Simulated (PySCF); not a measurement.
Level of theory: B3LYP-D3(BJ)/def2-TZVP // r2SCAN-D4/def2-SVP in PySCF. All species are isolated molecules in the gas phase. One relaxed conformer stands for a flexible species; it need not be the lowest. B3LYP has the VWN-RPA correlation part, as in Gaussian. 

Reference species: [Nb(F)(OH)4] (neutral, multiplicity 1).

HOMO–LUMO gap: 6.93 eV
charge on the central atom (Mulliken): 1.96 e

Changed species: [Nb(F)4(OH)] (1 of 5 F replaced by OH; the reference has 4 of 5 F replaced by OH).

Problem. What does the change do to the HOMO–LUMO gap and charge on the central atom (Mulliken)?

Solution. the HOMO–LUMO gap goes up by 0.92 eV, to 7.85 eV; the charge on the central atom (Mulliken) rises by 0.09 e, to 2.05 e.
